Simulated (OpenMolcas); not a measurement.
A calculation on O I.

```yaml
Program: OpenMolcas
Method: "XMS-CASPT2, IPEA 0.25 Eh, imaginary shift 0.1 Eh (closed shells correlated: 1s)"
Basis: ANO-RCC-VTZP [4s3p2d1f]
Scalar_Hamiltonian: DKH2, point nucleus
Active_space: 6 electrons in 8 orbitals (2s 2p 3s 3p)
State_averaging: 2S+1 = 3 even, 3 roots; 2S+1 = 1 even, 6 roots
Spin-orbit_coupling: RASSI with atomic mean-field integrals over the reference wave functions, term energies averaged over their components
```

Question: Which level of the active space comes out lowest?

Answer: 2s² 2p⁴ ³P₂, with 100 % of that term; it is also the measured ground level.

Question: How high does 2s² 2p⁴ ¹S₀ lie?

Answer: 4.274 eV above the lowest level; measured 4.1897 eV above the ground level, so the calculation is off by +2 %.

Question: How high does 2s² 2p⁴ ³P₀ lie?

Answer: 0.0259 eV above the lowest level; measured 0.0281 eV above the ground level, so the calculation is off by -8 %.

Question: How high does 2s² 2p⁴ ³P₁ lie?

Answer: 0.0174 eV above the lowest level; measured 0.0196 eV above the ground level, so the calculation is off by -11 %.

Measured values: NIST Handbook of Basic Atomic Spectroscopic Data.

Active for correlation alone: 3p 3s; no level in the range computed is led by a configuration that fills them, so any true level of that kind is missing. Measured partners are found by configuration, term and J. A level has none where our copy of the source lacks it or the pairing is in doubt (some pairs that miss far off the trend of their configuration count as doubtful), and it then counts in no deviation. Only configurations of the active space appear.
